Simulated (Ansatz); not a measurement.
Question: Name a neutral molecule of C, S, Si and H with size of the dipole moment (B3LYP/def2-TZVPP) between 2.15 and 2.45 D and LUMO energy (PBE0/def2-TZVPP) between 0.25 and 0.55 eV (Ansatz, PBE0-D4/def2-TZVP geometry).

Answer: `C[Si](C)(S)S` (2.21 D, 0.29 eV). Other molecules can fit too; these were computed, each in one conformer that needn't be the lowest.

B3LYP here is the variant with VWN-RPA as its local correlation; programs differ in this.
